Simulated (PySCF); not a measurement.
Isomers of C3H9NOSi3, one GFN2-xTB conformer each. Single-point energies are computed at PBE0/pcSseg-1 (PySCF, gas phase, no added dispersion term), electronic only.

Question: Rank them by PBE0/pcSseg-1 energy, lowest first (kJ/mol).
A. `[N:1]#[C:2][C@@H:3]([CH:4]=[O:5])[SiH:6]([SiH3:7])[SiH3:8]` with C2–C3–C4–O5 -175°, C2–C3–Si6–Si7 52°
B. `[CH3:1][C:2](=[O:3])[Si:4]([SiH3:5])([SiH3:6])[C:7]#[N:8]` with C1–C2–Si4–Si5 108°
C. `[N:1]#[C:2][Si@H:3]1[CH2:4][Si@H:5]([O:6][SiH3:7])[CH2:8]1` with C4–Si5–O6–Si7 -39°, C2–Si3–C4–Si5 122°, Si3–C4–Si5–O6 103°, C4–Si5–C8–Si3 9°, C2–Si3–C8–Si5 -122°

Answer: C (0.0), B (258.6), A (312.9).

As drawn, the lowest has a four-membered ring and an Si–O bond, which the highest lacks; the highest has a C=O bond and an Si–Si bond, which the lowest lacks. GFN2-xTB itself gives, in the same order: 0.0, 311.1, 269.3. Both levels put the same isomer lowest; measured from each level's own lowest isomer, the values differ by up to 52.5 kJ/mol (CC(=O)[Si]([SiH3])([SiH3])C#N: 311.1 against 258.6).

Question: Which frontier levels, dipoles and rotational constants go with these structures?

Answer: 
```tsv
SMILES	HOMO (eV, PBE0/pcSseg-1)	LUMO (eV)	dipole (D)	A, B, C (MHz)
N#C[Si@H]1C[Si@H](O[SiH3])C1	-8.37	-0.76	3.89	3253, 554.5, 535.6
CC(=O)[Si]([SiH3])([SiH3])C#N	-7.24	-1.69	1.54	942.3, 922.9, 891.7
N#C[C@@H](C=O)[SiH]([SiH3])[SiH3]	-8.17	-1.84	1.99	1291, 1019, 600.0
```
